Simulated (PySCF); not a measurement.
C$_{3}$H$_{9}$GeO$_{4}$ (SMILES C[O][Ge]([O])([O]C)[O]C), doublet, at a GFN2-xTB geometry; DF-HF/STO-3G (PySCF).

Here is a job for PySCF.
```python
from pyscf import gto, scf

mol = gto.M(
    atom='''
C    -0.458247    2.496387    0.684152
O     0.044700    1.757571   -0.381193
Ge    0.064079   -0.019907   -0.413542
O     0.303099   -0.871724   -1.752527
O    -1.527638   -0.262133    0.438753
C    -2.222907   -1.463008    0.519770
O     1.243035   -0.358158    0.954839
C     2.408319   -1.100536    0.828463
H    -0.858785    3.427891    0.269637
H    -1.272268    1.964940    1.188503
H     0.331586    2.727905    1.404946
H    -2.373757   -1.909465   -0.468957
H    -1.722171   -2.183560    1.172086
H    -3.210122   -1.220662    0.930396
H     2.506679   -1.717716    1.730701
H     3.276372   -0.431090    0.788603
H     2.403394   -1.742753   -0.055840
''',
    basis='sto-3g',
    charge=0,
    spin=1,
    verbose=4,
)

mf = scf.UHF(mol)
mf = mf.density_fit(auxbasis='def2-universal-jkfit')
mf.kernel()
```

Problem. Predict the main parts of the log of this PySCF run.

Solution. 
```
PySCF version 2.14.0

[INPUT] verbose = 4
[INPUT] num. atoms = 17
[INPUT] num. electrons = 91
[INPUT] charge = 0
[INPUT] spin (= nelec alpha-beta = 2S) = 1
[INPUT] symmetry False subgroup None
[INPUT] Mole.unit = angstrom
[INPUT] Symbol           X                Y                Z      unit          X                Y                Z       unit  Magmom
[INPUT]  1 C     -0.458247000000   2.496387000000   0.684152000000 AA   -0.865961327404   4.717487730925   1.292859907573 Bohr   0.0
[INPUT]  2 O      0.044700000000   1.757571000000  -0.381193000000 AA    0.084470757768   3.321327834478  -0.720350370601 Bohr   0.0
[INPUT]  3 Ge     0.064079000000  -0.019907000000  -0.413542000000 AA    0.121091760336  -0.037618777962  -0.781481121005 Bohr   0.0
[INPUT]  4 O      0.303099000000  -0.871724000000  -1.752527000000 AA    0.572774098630  -1.647319616210  -3.311796055906 Bohr   0.0
[INPUT]  5 O     -1.527638000000  -0.262133000000   0.438753000000 AA   -2.886817437478  -0.495359578211   0.829123006331 Bohr   0.0
[INPUT]  6 C     -2.222907000000  -1.463008000000   0.519770000000 AA   -4.200685430379  -2.764684438048   0.982222947765 Bohr   0.0
[INPUT]  7 O      1.243035000000  -0.358158000000   0.954839000000 AA    2.348995713249  -0.676820529322   1.804384203054 Bohr   0.0
[INPUT]  8 C      2.408319000000  -1.100536000000   0.828463000000 AA    4.551063330586  -2.079711630224   1.565568174336 Bohr   0.0
[INPUT]  9 H     -0.858785000000   3.427891000000   0.269637000000 AA   -1.622868449885   6.477775174861   0.509540083049 Bohr   0.0
[INPUT] 10 H     -1.272268000000   1.964940000000   1.188503000000 AA   -2.404238077048   3.713198451203   2.245945168224 Bohr   0.0
[INPUT] 11 H      0.331586000000   2.727905000000   1.404946000000 AA    0.626606726740   5.154993343832   2.654963159803 Bohr   0.0
[INPUT] 12 H     -2.373757000000  -1.909465000000  -0.468957000000 AA   -4.485750616269  -3.608365894443  -0.886200294198 Bohr   0.0
[INPUT] 13 H     -1.722171000000  -2.183560000000   1.172086000000 AA   -3.254431529668  -4.126330376555   2.214921534437 Bohr   0.0
[INPUT] 14 H     -3.210122000000  -1.220662000000   0.930396000000 AA   -6.066251406441  -2.306716870664   1.758193627391 Bohr   0.0
[INPUT] 15 H      2.506679000000  -1.717716000000   1.730701000000 AA    4.736936792199  -3.246012799783   3.270550893511 Bohr   0.0
[INPUT] 16 H      3.276372000000  -0.431090000000   0.788603000000 AA    6.191445762193  -0.814642035039   1.490243691010 Bohr   0.0
[INPUT] 17 H      2.403394000000  -1.742753000000  -0.055840000000 AA    4.541756429423  -3.293325872764  -0.105522306796 Bohr   0.0

nuclear repulsion = 755.345001419376
number of shells = 38
number of NR pGTOs = 186
number of NR cGTOs = 62
basis = sto-3g
ecp = {}

******** <class 'pyscf.df.df_jk.DFUHF'> ********
method = DFUHF
initial guess = minao
damping factor = 0
level_shift factor = 0
DIIS = <class 'pyscf.scf.diis.CDIIS'>
diis_start_cycle = 1
diis_space = 8
diis_damp = 0
SCF conv_tol = 1e-09
SCF conv_tol_grad = None
SCF max_cycles = 50
direct_scf = False
number electrons alpha = 46  beta = 45
Set gradient conv threshold to 3.16228e-05
******** <class 'pyscf.df.df.DF'> ********
auxbasis = def2-universal-jkfit
init E= -2462.85198971047

cycle= 1 E= -2463.98915599904  delta_E= -1.14  |g|= 0.632  |ddm|= 3.57
cycle= 2 E= -2464.28708618209  delta_E= -0.298  |g|= 0.624  |ddm|= 1.84
cycle= 3 E= -2464.54546867393  delta_E= -0.258  |g|= 0.17  |ddm|= 0.763
cycle= 4 E= -2464.57550669142  delta_E= -0.03  |g|= 0.0681  |ddm|= 0.287
cycle= 5 E= -2464.58127796711  delta_E= -0.00577  |g|= 0.0142  |ddm|= 0.159
cycle= 6 E= -2464.58167877131  delta_E= -0.000401  |g|= 0.00566  |ddm|= 0.0407
cycle= 7 E= -2464.58175595994  delta_E= -7.72e-05  |g|= 0.00351  |ddm|= 0.017
cycle= 8 E= -2464.58180247278  delta_E= -4.65e-05  |g|= 0.00236  |ddm|= 0.0152
cycle= 9 E= -2464.58183290257  delta_E= -3.04e-05  |g|= 0.00151  |ddm|= 0.0142
cycle= 10 E= -2464.58184927038  delta_E= -1.64e-05  |g|= 0.000963  |ddm|= 0.0117
cycle= 11 E= -2464.58185591173  delta_E= -6.64e-06  |g|= 0.00069  |ddm|= 0.00719
cycle= 12 E= -2464.58185967381  delta_E= -3.76e-06  |g|= 0.000551  |ddm|= 0.00521
cycle= 13 E= -2464.58186167719  delta_E= -2e-06  |g|= 0.000519  |ddm|= 0.00297
cycle= 14 E= -2464.58186343508  delta_E= -1.76e-06  |g|= 0.000511  |ddm|= 0.00251
cycle= 15 E= -2464.58186502444  delta_E= -1.59e-06  |g|= 0.000509  |ddm|= 0.00225
cycle= 16 E= -2464.5818667428  delta_E= -1.72e-06  |g|= 0.000508  |ddm|= 0.00243
cycle= 17 E= -2464.58187055073  delta_E= -3.81e-06  |g|= 0.000507  |ddm|= 0.00538
cycle= 18 E= -2464.58188689887  delta_E= -1.63e-05  |g|= 0.000501  |ddm|= 0.0233
cycle= 19 E= -2464.58191541872  delta_E= -2.85e-05  |g|= 0.000507  |ddm|= 0.0415
cycle= 20 E= -2464.58191693508  delta_E= -1.52e-06  |g|= 0.000515  |ddm|= 0.00227
cycle= 21 E= -2464.58202917796  delta_E= -0.000112  |g|= 0.00255  |ddm|= 0.198
cycle= 22 E= -2464.58202792321  delta_E= 1.25e-06  |g|= 0.00221  |ddm|= 0.00725
cycle= 23 E= -2464.58204748574  delta_E= -1.96e-05  |g|= 0.00244  |ddm|= 0.0394
cycle= 24 E= -2464.58206020324  delta_E= -1.27e-05  |g|= 0.00225  |ddm|= 0.0214
cycle= 25 E= -2464.58209778848  delta_E= -3.76e-05  |g|= 0.00463  |ddm|= 0.141
cycle= 26 E= -2464.58209115712  delta_E= 6.63e-06  |g|= 0.00504  |ddm|= 0.00145
cycle= 27 E= -2464.58213517326  delta_E= -4.4e-05  |g|= 0.00462  |ddm|= 0.101
cycle= 28 E= -2464.58214344479  delta_E= -8.27e-06  |g|= 0.00228  |ddm|= 0.0543
cycle= 29 E= -2464.58216929278  delta_E= -2.58e-05  |g|= 0.00388  |ddm|= 0.132
cycle= 30 E= -2464.58217973488  delta_E= -1.04e-05  |g|= 0.00375  |ddm|= 0.0339
cycle= 31 E= -2464.58218319654  delta_E= -3.46e-06  |g|= 0.00371  |ddm|= 0.0125
cycle= 32 E= -2464.58219499147  delta_E= -1.18e-05  |g|= 0.00225  |ddm|= 0.0127
cycle= 33 E= -2464.58219653435  delta_E= -1.54e-06  |g|= 0.000224  |ddm|= 0.0279
cycle= 34 E= -2464.58221466193  delta_E= -1.81e-05  |g|= 0.00199  |ddm|= 0.108
cycle= 35 E= -2464.58222235738  delta_E= -7.7e-06  |g|= 0.00121  |ddm|= 0.019
cycle= 36 E= -2464.58223518875  delta_E= -1.28e-05  |g|= 0.00166  |ddm|= 0.103
cycle= 37 E= -2464.58223996788  delta_E= -4.78e-06  |g|= 0.000143  |ddm|= 0.00532
cycle= 38 E= -2464.58224509575  delta_E= -5.13e-06  |g|= 0.000689  |ddm|= 0.063
cycle= 39 E= -2464.58224704163  delta_E= -1.95e-06  |g|= 0.000436  |ddm|= 0.0214
cycle= 40 E= -2464.5822482457  delta_E= -1.2e-06  |g|= 0.000227  |ddm|= 0.0169
cycle= 41 E= -2464.58224928796  delta_E= -1.04e-06  |g|= 0.00016  |ddm|= 0.0215
cycle= 42 E= -2464.58225007  delta_E= -7.82e-07  |g|= 0.000178  |ddm|= 0.0235
cycle= 43 E= -2464.58225051444  delta_E= -4.44e-07  |g|= 0.000212  |ddm|= 0.0224
cycle= 44 E= -2464.58225060698  delta_E= -9.25e-08  |g|= 0.000138  |ddm|= 0.00369
cycle= 45 E= -2464.58225073578  delta_E= -1.29e-07  |g|= 1.37e-05  |ddm|= 0.00974
cycle= 46 E= -2464.58225075606  delta_E= -2.03e-08  |g|= 6.45e-06  |ddm|= 0.00313
cycle= 47 E= -2464.58225076746  delta_E= -1.14e-08  |g|= 5.32e-06  |ddm|= 0.00234
cycle= 48 E= -2464.58225077354  delta_E= -6.09e-09  |g|= 4.68e-06  |ddm|= 0.0016
cycle= 49 E= -2464.58225077972  delta_E= -6.18e-09  |g|= 3e-06  |ddm|= 0.00225
cycle= 50 E= -2464.58225078236  delta_E= -2.64e-09  |g|= 2.11e-06  |ddm|= 0.00154
SCF not converged.
SCF energy = -2464.58225078236 after 50 cycles  <S^2> = 0.75567619  2S+1 = 2.0056682
```

Convergence was not reached.
